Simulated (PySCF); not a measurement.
## Basis and Hamiltonian dependence of the ionisation energy of O⁺

O⁺ [He] 2s2 2p3 (4S) → O²⁺ [He] 2s2 2p2 (3P). All values are computed (PySCF 2.14, energy differences of UHF-based or UKS calculations, no spin-orbit coupling). Values in eV.

```
          basis       Hamiltonian  functions     UHF  r2SCAN    PBE0  MP2 (valence)  CCSD(T) (valence)  CCSD(T) (valence and next inner shell)
     x2c-SVPall     spin-free X2C         14  34.716  35.626  35.474         35.100             34.887                                     n/a
        cc-pVDZ  non-relativistic         14  34.598     n/a     n/a         34.988             34.785                                     n/a
 aug-cc-pVDZ-DK     spin-free X2C         23  34.549  35.501  35.335         34.982             34.804                                     n/a
   ANO-RCC-VTZP     spin-free X2C         30  34.586  35.499  35.325         35.202             35.032                                  35.046
    x2c-TZVPall     spin-free X2C         31  34.573  35.477  35.306         35.191             35.021                                     n/a
     dyall-av2z  non-relativistic         42  34.588  35.497  35.320         35.086             34.905                                     n/a
    aug-cc-pVTZ  non-relativistic         46  34.566  35.473  35.305         35.197             35.027                                     n/a
   x2c-QZVPPall     spin-free X2C         57  34.569  35.477  35.305         35.241             35.070                                  35.099
aug-cc-pCVTZ-DK     spin-free X2C         59  34.550  35.460  35.295         35.187             35.018                                  35.056
    def2-QZVPPD  non-relativistic         66  34.579  35.486  35.314         35.250             35.078                                  35.107
     dyall-av3z  non-relativistic         71  34.578  35.489  35.316         35.213             35.043                                     n/a
    dyall-acv3z  non-relativistic         76  34.578  35.489  35.315         35.213             35.043                                  35.072
  aug-cc-pwCVQZ  non-relativistic        109  34.573  35.480  35.310         35.255                n/a                                     n/a
aug-cc-pCVQZ-DK     spin-free X2C        109  34.564  35.471  35.301         35.245                n/a                                     n/a
```

Extrapolation of MP2 (valence) from aug-cc-pCVTZ-DK and aug-cc-pCVQZ-DK: the correlation parts are 0.638 and 0.681 eV; with the X⁻³ form and unrounded values, (4³ × 0.681 − 3³ × 0.638)/(4³ − 3³) = 0.712 eV, and adding the Hartree-Fock value 34.564 eV of the larger basis gives 35.276 eV.

Frozen in the all-electron rows: valence: 1s2; valence and next inner shell: nothing.

Between the lowest levels the reference is 35.121 eV (measured; NIST Atomic Spectra Database, ionization energies); it includes spin-orbit coupling, which these numbers lack.
